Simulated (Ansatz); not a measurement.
`[AlH2][SiH]([SiH3])Cl` + H₂ → `[AlH2][SiH2][SiH3]` + HCl at 400 K and 1 bar (hydrogenolysis of the Si–Cl bond).

Isolated molecules relaxed with PBE0-D4/def2-TZVP in Ansatz; ΔE leaves out vibrations. CBS: MP2 limit from def2 TZ/QZ plus the TZ coupled-cluster correction, frozen cores. This one scheme is used for every species.

| species | CCSD(T)/CBS energy (Eh) | H − E (kJ/mol) | S (J/(mol·K)) |
| --- | --- | --- | --- |
| `[AlH2][SiH]([SiH3])Cl` | -1283.57831 | 167.4 | 433.7 |
| H₂ | -1.17544 | 38.0 | 139.0 |
| `[AlH2][SiH2][SiH3]` | -824.34741 | 178.8 | 397.3 |
| HCl | -460.38127 | 29.6 | 195.4 |

H − E and S are ideal-gas, rigid-rotor, harmonic terms from PBE0-D4/def2-TZVP, for one conformer and one mirror image of each species. The MP2-based limit puts H₂ 0.8 mEh under its directly extrapolated value; such offsets cancel only in part. 1 Eh = 2625.50 kJ/mol, R = 8.31446 J/(mol·K).

**Question.** By hand: ΔE, ΔH, ΔS and ΔG.

**Answer.** ΔE = (-824.34741) + (-460.38127) − (-1283.57831) − (-1.17544) = 0.02507 Eh = 65.8 kJ/mol. Δ(H − E) = 178.8 + 29.6 − 167.4 − 38.0 = 3.0, so ΔH = 68.8 kJ/mol. ΔS = 397.3 + 195.4 − 433.7 − 139.0 = 20.0 J/(mol·K). ΔG = 68.8 − 400 × (20.0)/1000 = 60.8 kJ/mol.

**Question.** By hand: the equilibrium constant, and the temperature at which ΔG would vanish if ΔH and ΔS stayed fixed.

**Answer.** log₁₀ K = −ΔG/(RT ln 10) = -7.9. ΔG = 0 at ΔH/ΔS = 3440 K, far beyond where these terms or the molecules hold.

ΔH outweighs TΔS. A doubt of 5 kJ/mol in ΔE shifts log₁₀ K by 0.7 here. Other conformers and mirror images would add mixing entropy, several J/(mol·K) or more a flexible species. Modes under 60 cm⁻¹, often nearly free rotors, make the harmonic entropy too high. These are equilibria of isolated gas molecules and say nothing of rates. Largest T1 diagnostic: 0.013 (customary marks: 0.02 for closed shells, 0.045 for open ones).
